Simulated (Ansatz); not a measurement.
CH$_{3}$ClFGaO, SMILES `O[CH2][Ga]([F])[Cl]`. Charge 0, multiplicity 1. Correlated methods include outer-core shells of Ga, which these sets cover unevenly. Scalar relativity is left out up to krypton.

```xyz
8

O    -0.029    1.082   -1.300
C     0.470    0.751   -0.028
Ga   -0.078   -1.066    0.541
F     0.752   -2.087    1.691
Cl   -1.865   -1.932   -0.257
H    -0.987    1.005   -1.302
H     0.177    1.473    0.745
H     1.559    0.774   -0.089
```

Question: Give the diagnostics of a CCSD(T)/def2-TZVPP run (frozen core, Ansatz 0.2.0). (An estimate is asked.)

Answer: Ansatz gave: T1 = 0.0127, largest single amplitude 0.022, largest double 0.023, (T) share of the correlation energy 3.7 %, 9 CCSD cycles. The RHF solution is stable towards an unrestricted one. T1 lies under the customary mark of 0.02 for closed shells.
